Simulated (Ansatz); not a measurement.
Name a neutral molecule of C, Cl, O, Si and H with HOMO–LUMO gap (PBE0/def2-TZVPP) between 7.30 and 7.60 eV and size of the dipole moment (PBE/def2-TZVPP) between 1.65 and 1.95 D (Ansatz, PBE0-D4/def2-TZVP geometry).

`[SiH3]O[Si]1(Cl)CO1` (7.46 eV, 1.88 D). Other molecules can fit too; these were computed, each in one conformer that needn't be the lowest.
